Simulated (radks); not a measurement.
Effect of the nuclear size on the rhenium ion Re3+, [Xe] 4f14 5d4. Calculated with a radial shooting solver on a logarithmic mesh with Libxc functionals: Dirac Kohn-Sham, exchange-only LDA, spin-unpolarised, spherical densities, finite nucleus; open shells fill j = l - 1/2 first; Fermi nuclear charge, rms radius 5.3698 fm. The rms radius is varied about that value; shifts are against it.

rms radius (fm)	total energy shift (eV)	density at nucleus (e/bohr^3)	1s1/2 shift (meV)	2s1/2 shift (meV)	5s1/2 shift (meV)	5d3/2 shift (meV)	6s1/2 (empty) shift (meV)	6p1/2 (empty) shift (meV)
4.6664	-15.9	1.619e+06	-6450	-917	-9.20	0.169	-1.46	-0.041
5.0798	-6.74	1.571e+06	-2730	-388	-3.89	0.072	-0.620	-0.017
5.3698	0	1.54e+06	0.000	0.000	0.000	0.000	0.000	0.000
5.7188	8.43	1.506e+06	3410	485	4.87	-0.090	0.775	0.022
6.4223	26.5	1.445e+06	10700	1520	15.3	-0.281	2.43	0.068

Slopes of the eigenvalues against <r^2> in GHz/fm^2, as finite differences over the two radii next to the reference (eigenvalue slopes, not the field-shift constants of lines): 1s1/2 215000, 2s1/2 30600, 5s1/2 307, 5d3/2 -5.65, 6s1/2 (empty) 48.9, 6p1/2 (empty) 1.37.
